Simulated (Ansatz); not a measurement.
Program: Ansatz. Geometries: PBE0-D4/def2-TZVP. ΔE: electronic, gas phase. CCSD(T)/CBS is the MP2 limit (def2-TZVPP, def2-QZVPP) plus CCSD(T) − MP2 in def2-TZVPP, frozen cores. This one scheme is used for every species. DFT in def2-TZVPP. B3LYP here is the variant with VWN-RPA as its local correlation; programs differ in this. HSE06 is defined as in plane-wave codes. def2 core potentials past Kr. For W outer-core shells are correlated without core-valence functions, which leaves a few kJ/mol of doubt a bond. Each species was taken in one conformer, which may not be the lowest.

Consider the ligand exchange at a W–F bond: `C[O][W]([F])([F])([F])([Cl])[O]C` + HCl → `C[O][W]([F])([F])([Cl])([Cl])[O]C` + H–F.

```json
{"level": "LDA (SPW92)", "ΔE (kcal/mol)": "5.8", "difference from CCSD(T)/CBS": "1.5"}
{"level": "revPBE-D4", "ΔE (kcal/mol)": "4.9", "difference from CCSD(T)/CBS": "0.6"}
{"level": "B97M-V", "ΔE (kcal/mol)": "8.2", "difference from CCSD(T)/CBS": "3.9"}
{"level": "PBE0-D4", "ΔE (kcal/mol)": "5.4", "difference from CCSD(T)/CBS": "1.1"}
{"level": "B3LYP-D4", "ΔE (kcal/mol)": "6.9", "difference from CCSD(T)/CBS": "2.6"}
{"level": "CAM-B3LYP-D4", "ΔE (kcal/mol)": "9.6", "difference from CCSD(T)/CBS": "5.3"}
{"level": "B2PLYP", "ΔE (kcal/mol)": "6.8", "difference from CCSD(T)/CBS": "2.5"}
{"level": "r2SCANh", "ΔE (kcal/mol)": "7.5", "difference from CCSD(T)/CBS": "3.2"}
{"level": "HSE06", "ΔE (kcal/mol)": "6.5", "difference from CCSD(T)/CBS": "2.2"}
{"level": "LC-ωPBE", "ΔE (kcal/mol)": "10.6", "difference from CCSD(T)/CBS": "6.3"}
{"level": "RPA@PBE/def2-TZVPP", "ΔE (kcal/mol)": "6.8", "difference from CCSD(T)/CBS": "2.5"}
{"level": "CCSD(T)/def2-SVP", "ΔE (kcal/mol)": "10.2", "difference from CCSD(T)/CBS": "5.9"}
{"level": "SCS-MP2/def2-TZVPP", "ΔE (kcal/mol)": "4.7", "difference from CCSD(T)/CBS": "0.4"}
{"level": "MP2/def2-QZVPP", "ΔE (kcal/mol)": "0.9", "difference from CCSD(T)/CBS": "-3.4"}
{"level": "SCS-MP2/def2-QZVPP", "ΔE (kcal/mol)": "3.9", "difference from CCSD(T)/CBS": "-0.4"}
{"level": "CCSD/CBS(def2)", "ΔE (kcal/mol)": "5.9", "difference from CCSD(T)/CBS": "1.6"}
{"level": "CCSD(T)/CBS", "ΔE (kcal/mol)": "4.3", "difference from CCSD(T)/CBS": "0"}
```

Largest T1 diagnostic among the species: 0.021, so the coupled-cluster value is less sure than usual.

In def2-TZVPP, CCSD(T) changes the Hartree–Fock value by −6.0 kcal/mol (the triples alone add −1.7 kcal/mol) and MP2 by −10.2 kcal/mol. At CCSD(T), def2-SVP lies +5.9 kcal/mol from the extrapolated value and def2-TZVPP +1.6 kcal/mol. The D4 term adds −2.5 kcal/mol with B3LYP and −1.3 kcal/mol with PBE0; it sums over pairs of atoms, weighted by their polarisabilities, and B3LYP, whose exchange is more repulsive, gets the larger term.

CCSD(T)/CBS has its own doubt, a few kJ/mol and more with outer-core shells, so smaller differences from it don't rank the levels.
